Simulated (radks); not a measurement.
Valence configurations of Ho3+ (all share [Xe]). All-electron calculation, scalar-relativistic Kohn-Sham, PBEsol, spin-unpolarised, spherical densities, point nucleus. Program: a radial shooting solver on a logarithmic mesh with Libxc functionals. Energies are relative to 4f10; eigenvalues in eV.

| valence | E (eV) | e(4f) | e(5d) | e(6p) | e(6s) |
|---|---|---|---|---|---|
| 4f10 | 0.000 | -35.140 | - | - | - |
| 4f9.5 5d0.5 | 5.797 | -38.729 | -25.857 | - | - |
| 4f8 6s2 | 40.471 | -57.517 | - | - | -28.184 |
| 4f9.5 6p0.5 | 9.872 | -40.937 | - | -19.025 | - |
| 4f9 6p1 | 22.024 | -47.018 | - | -20.358 | - |
| 4f9 6s1 | 15.873 | -45.784 | - | - | -25.816 |
| 4f8.5 5d0.5 6p1 | 31.301 | -51.031 | -31.011 | -20.652 | - |
| 4f7 6s1 6p2 | 89.669 | -72.522 | - | -24.158 | -31.513 |

NIST lists [Xe] 4f10 as the ground configuration; this level of theory agrees among the configurations tried. The energies are those of spherical spin-averaged densities, not of single terms.
